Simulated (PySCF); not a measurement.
# Telling isomers of C5H7N3O apart by NMR

Averaged over atoms made equivalent by symmetry, fast rotation or ring inversion, no solvent, one computed conformer, non-relativistic Hamiltonian. GFN2-xTB geometry; shieldings: GIAO PBE0/pcSseg-1; PySCF 2.14.0 with density-fitted response routines.

δ = σ(ref) − σ, references computed at the same level: ¹H and ¹³C against TMS. Where no couplings were computed, multiplicities follow the n + 1 count of equivalent neighbours, and m marks all less simple cases (inequivalent or close neighbours, rings, F or P nearby). Shifts are as computed. Against solution values, carbons near 30 ppm lie about +3 ppm off and those near 130 ppm about +5 ppm. Of 1211 compounds with measured shifts, 218 miss one by over three times the rms of a fit or turn the order of signals round; such compounds aren't used in these exercises.

(1) Tabulate the signals of `COc1cc(C)nnn1`, `CCn1nncc1C=O`, `CC(=O)n1cc(C)nn1` and their relative energies.

(2) What is the quickest way to tell COc1cc(C)nnn1 from CC(=O)n1cc(C)nn1?

(3) What is the quickest way to tell COc1cc(C)nnn1 from CCn1nncc1C=O?

(4) What is the quickest way to tell CCn1nncc1C=O from CC(=O)n1cc(C)nn1?

Answers

(1) 
```json
{"SMILES": "COc1cc(C)nnn1", "carbon types": "2×C 1×CH 2×CH3", "δC": "169.2, 162.0, 109.3, 56.8, 23.9", "δH": "6.66 (s, 1H), 4.45 (s, 3H), 2.86 (s, 3H)", "E rel. (kcal/mol)": "30.9"}
{"SMILES": "CCn1nncc1C=O", "carbon types": "1×C 2×CH 1×CH2 1×CH3", "δC": "183.8, 147.0, 140.0, 46.8, 19.3", "δH": "10.35 (s, 1H), 8.20 (s, 1H), 4.91 (q, 2H), 1.47 (t, 3H)", "E rel. (kcal/mol)": "12.5"}
{"SMILES": "CC(=O)n1cc(C)nn1", "carbon types": "2×C 1×CH 2×CH3", "δC": "173.9, 149.1, 126.4, 25.0, 13.3", "δH": "8.08 (s, 1H), 2.90 (s, 3H), 2.59 (s, 3H)", "E rel. (kcal/mol)": "0.0"}
```

Energies are electronic energies at PBE0/pcSseg-1 on these geometries, without zero-point or thermal terms, each for the one conformer computed, which needn't be the lowest.

(2) Both give the same number of carbon signals, with the same numbers of each carbon type, so the positions decide. The first has a methyl carbon bonded to O (CH3) at 56.8 ppm, the second an aromatic CH next to a ring nitrogen at 126.4 ppm. Their most deshielded carbons lie at 169.2 and 173.9 ppm. In the proton spectra the most deshielded non-exchanging signals are 6.66 (s, 1H) and 8.08 (s, 1H).

(3) Both give the same number of carbon signals, but DEPT or the intensities differ. The first has an aromatic CH at 109.3 ppm, the second an aldehyde carbonyl carbon (CH) at 183.8 ppm. Their most deshielded carbons lie at 169.2 and 183.8 ppm. In the proton spectra the most deshielded non-exchanging signals are 6.66 (s, 1H) and 10.35 (s, 1H).

(4) Both give the same number of carbon signals, but DEPT or the intensities differ. The first has an sp3 CH2 bonded to N at 46.8 ppm, the second an amide carbonyl carbon (C) at 173.9 ppm. Their most deshielded carbons lie at 183.8 and 173.9 ppm. In the proton spectra the most deshielded non-exchanging signals are 10.35 (s, 1H) and 8.08 (s, 1H).
